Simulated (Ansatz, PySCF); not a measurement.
System: sum formula H4SiNO3 (charge 0, doublet). It need not be the lowest isomer of its formula. 
Geometry from a B3LYP-D3(BJ)/def2-TZVP (Ansatz, an electronic-structure program) optimisation:
SMILES: N[Si]([O])(O)O
```xyz
9

Si     0.0562     0.0601    -0.0297
O      1.3025    -0.6478    -0.7737
O      0.4121     0.7716     1.4024
O     -0.7908     1.1283    -0.9223
N     -0.9093    -1.3613     0.1815
H      1.2487     0.5371     1.8117
H     -1.0281     1.9616    -0.5087
H     -1.4290    -1.7261    -0.6046
H     -0.6028    -2.1016     0.7960
```
Charge 0, spin multiplicity 2.

Property: atomisation energy (electronic, to ground-state atoms), in eV. Valence correlation only, unless marked. UHF or UKS for open shells. Spin-orbit coupling is left out. No relativistic terms. The coupled-cluster limit lacks core correlation, which all-electron functionals hold. CBS(X,Y): correlation extrapolated as X^-3; Hartree-Fock from the larger set. The bracket is a focal-point correction in the basis named.

```tsv
level	program	atomisation energy (eV)
HF-D3(BJ)/def2-TZVPD	PySCF + dftd3	(withheld)
PBE/def2-TZVPD	Ansatz	36.62
PBE-D3(BJ)/def2-TZVPD	Ansatz + dftd3	36.79
BLYP-D3(BJ)/def2-TZVPD	Ansatz + dftd3	(withheld)
revPBE-D3(BJ)/def2-TZVPD	Ansatz + dftd3	35.48
r2SCAN-D4/def2-TZVPD	Ansatz + dftd4	36.06
B3LYP-D3(BJ)/def2-TZVPD	Ansatz + dftd3	35.87
PBE0-D3(BJ)/def2-TZVP	Ansatz + dftd3	(withheld)
BHLYP/def2-TZVPD	Ansatz	33.95
r2SCAN0/def2-TZVPD	Ansatz	34.88
LC-wPBE-D3(BJ)/def2-TZVPD	Ansatz + dftd3	35.70
B2PLYP/def2-TZVPD	Ansatz	(withheld)
SCS-MP2/6-31G*	Ansatz	31.47
CCSD/STO-3G	Ansatz	25.61
RI-MP2/CBS(cc-pV(T+d)Z,cc-pV(Q+d)Z)+[CCSD(T)-MP2]/cc-pV(T+d)Z	Ansatz	36.01
```

Task: Some entries are withheld; supply them.

Result: 
- HF-D3(BJ)/def2-TZVPD, atomisation energy (eV): 25.47
- BLYP-D3(BJ)/def2-TZVPD, atomisation energy (eV): 36.27
- PBE0-D3(BJ)/def2-TZVP, atomisation energy (eV): 35.43
- B2PLYP/def2-TZVPD, atomisation energy (eV): 35.33
